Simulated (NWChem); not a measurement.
Species: InHSCl$_{2}$; SMILES [In]([SH])([Cl])[Cl]

```xyz
5

In     0.0211     0.0010     0.0000
Cl     1.4156    -1.8656     0.0000
Cl    -2.2825    -0.3880     0.0000
S      0.8793     2.2195     0.0000
H     -0.3654     2.7504     0.0000
```
Atoms are numbered in this order, from 1.

Program: NWChem. Medium grid unless said otherwise, to which SCAN and Minnesota functionals are sensitive. Geometry: optimised at PBE0/def2-SVP. def2 effective core potentials on In; no spin-orbit coupling.

For level M06-2X/def2-SVP:

```
Item                         Result
---------------------------  ------
highest occupied level (eV)   -9.31
orbital gap (eV)               7.75
```

What are these values for level B3PW91/def2-SVP?


| Item | Result |
|---|---|
| highest occupied level (eV) | -7.95 |
| orbital gap (eV) | 5.19 |
